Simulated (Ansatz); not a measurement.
A structure relaxed at PBE0-D4/def2-TZVP, charge 0, multiplicity 1:

```tsv
atom	x (Å)	y (Å)	z (Å)
F1	1.5321	1.6009	-1.5569
Si2	0.7620	0.2081	-1.3594
Si3	0.5382	-0.5525	0.8206
C4	-1.1865	0.2392	0.6972
S5	-1.3529	0.3956	-1.1302
H6	1.1452	-0.6106	-2.5341
H7	0.4213	-2.0340	0.8834
H8	1.3937	-0.0853	1.9460
H9	-1.2553	1.2239	1.1599
H10	-1.9978	-0.3852	1.0734
```

Give its formula and SMILES.

CH5FSSi2, `F[SiH]1[SiH2]CS1`.

Summarise the bond lengths by kind.

1 × F–Si 1.604 Å; 1 × Si–Si 2.320 Å; 1 × S–Si 2.135 Å; 3 × H–Si 1.482 to 1.489 Å; 1 × C–Si 1.902 Å; 1 × C–S 1.842 Å; 2 × C–H 1.090 to 1.091 Å.

Computed with Ansatz.
